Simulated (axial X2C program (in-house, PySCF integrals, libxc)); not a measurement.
Levels of GeTe⁻ by electron attachment to GeTe (EOM-EA-CCSD)

Computed with an in-house all-electron X2C program for linear molecules (integrals from PySCF): two-component X2C with atomic mean-field Coulomb and Gaunt terms, Gaussian nuclei, basis Te dyall-acv3z, Ge dyall-acv3z with contracted cores.

R = 2.342 Å (near the PBE0 minimum at charge 0 of the determinant lowest at the starting distance; the state shown can have its own minimum elsewhere).

Hartree–Fock spinors of GeTe (one of each Kramers pair; a window near the gap, which can cut inner shells):

```
  ω  occupied  ε (eV)                     character
1/2       yes  -22.00  54% Te s, 20% Ge s, 11% Ge p
1/2       yes  -15.64  44% Ge s, 23% Te p, 18% Te s
1/2       yes   -9.64   49% Te p, 34% Ge p, 8% Ge s
1/2       yes   -8.99   60% Te p, 27% Ge p, 6% Ge d
3/2       yes   -8.58   63% Te p, 24% Ge p, 7% Ge d
1/2        no   -0.04  58% Ge p, 16% Te d, 11% Ge d
3/2        no    0.04  53% Ge p, 16% Te d, 14% Ge d
1/2        no    0.83   82% Ge p, 11% Te p, 3% Ge s
1/2        no    1.14   70% Ge s, 11% Te s, 8% Te p
3/2        no    1.25    88% Ge p, 8% Te p, 3% Te d
1/2        no    1.25    88% Ge p, 7% Te p, 3% Te d
```

Levels of GeTe⁻ obtained by attaching an electron to GeTe:

```
  Ω  binding energy (eV)  above lowest (cm⁻¹)                  attached spinor  one-particle weight
1/2                0.743                    0  57% Ge pπ, 16% Te dπ, 10% Te pπ                 0.94
3/2                0.575                 1358  52% Ge pπ, 16% Te dπ, 14% Te pπ                 0.94
1/2               -0.641                11162             74% Ge pσ, 17% Te pσ                 0.98
1/2               -0.841                12777             69% Ge sσ, 16% Te sσ                 0.98
1/2               -1.077                14679              88% Ge pπ, 9% Te pπ                 0.99
3/2               -1.081                14712              88% Ge pπ, 9% Te pπ                 0.99
1/2               -1.566                18624   64% Te pσ, 18% Ge pσ, 9% Te dσ                 0.99
```

Task: Take the first Ω = 1/2 and Ω = 3/2 rows of π character: how far apart are they, and which lies lower?

Result: E(3/2) − E(1/2) = 1358 − 0 = 1358 cm⁻¹ at EOM-EA-CCSD: regular, Ω = 1/2 lower. Splittings at this level can be off by ten to twenty per cent.

Negative binding energies belong to unbound states, resonances or levels that the basis set holds; within some tenths of an eV of zero the sign is not settled.

This point took 9.9 s on 1 thread of Arm Neoverse V1, with other jobs on the host.

Reference electrons by ω block (each with its −ω partner): 1/2: 27, 3/2: 12, 5/2: 3. 10 electrons of GeTe correlated (inner shells frozen), 92 natural virtual spinors (a truncated set); levels can be off by some tenths of an eV. Roots sought by Ω: (1/2: 5, 3/2: 4, 5/2: 2, 7/2: 1); the list ends where they run out and leaves out roots under 60 % one-particle weight. The solver can skip a root, and states that need a further excitation, which the method places far too high, are missing though they may lie low or lowest. T1 of the reference 0.029 (Lee–Taylor). Number of frozen shells: Te 4 s, 3 p, 2 d; Ge 3 s, 2 p, 1 d. Large amplitudes in the reference (orbital relaxation or multireference character) lower the reliability.
